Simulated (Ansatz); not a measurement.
`BC(C)(F)[SiH3]` + `N[SiH2]F` → `BN[SiH2]F` + `CC(F)[SiH3]` at 298.15 K and 1 bar (ligand exchange at a B–C bond).

Gas-phase electronic energies from Ansatz, PBE0-D4/def2-TZVP geometries. CCSD(T)/CBS adds triple-zeta CCSD(T) − MP2 to the extrapolated MP2 energy (def2 sets, frozen cores). Each species was taken in one conformer, which may not be the lowest.

| species | CCSD(T)/CBS energy (Eh) | H − E (kJ/mol) | S (J/(mol·K)) |
| --- | --- | --- | --- |
| `BC(C)(F)[SiH3]` | -494.54641 | 265.6 | 346.8 |
| `N[SiH2]F` | -446.07709 | 135.8 | 281.7 |
| `BN[SiH2]F` | -471.49877 | 172.2 | 311.0 |
| `CC(F)[SiH3]` | -469.17172 | 234.4 | 317.9 |

H − E and S are ideal-gas, rigid-rotor, harmonic terms from PBE0-D4/def2-TZVP, for one conformer and one mirror image of each species. 1 Eh = 2625.50 kJ/mol, R = 8.31446 J/(mol·K).

Question: By hand: ΔE, ΔH, ΔS and ΔG.

Answer: ΔE = (-471.49877) + (-469.17172) − (-494.54641) − (-446.07709) = -0.04699 Eh = -123.4 kJ/mol. Δ(H − E) = 172.2 + 234.4 − 265.6 − 135.8 = 5.2, so ΔH = -118.2 kJ/mol. ΔS = 311.0 + 317.9 − 346.8 − 281.7 = 0.4 J/(mol·K). ΔG = -118.2 − 298.15 × (0.4)/1000 = -118.3 kJ/mol.

Question: By hand: the equilibrium constant, and the temperature at which ΔG would vanish if ΔH and ΔS stayed fixed.

Answer: log₁₀ K = −ΔG/(RT ln 10) = 20.7. ΔH and −TΔS have one sign here, so there is no such temperature.

The number of gas molecules stays the same, so ΔS is small and ΔH decides. A doubt of 5 kJ/mol in ΔE shifts log₁₀ K by 0.9 here. Other conformers and mirror images would add mixing entropy, several J/(mol·K) or more a flexible species. These are equilibria of isolated gas molecules and say nothing of rates. Largest T1 diagnostic: 0.013 (customary marks: 0.02 for closed shells, 0.045 for open ones).

ΔS is within the doubt of such terms, so its sign, and with it that verdict, could turn.
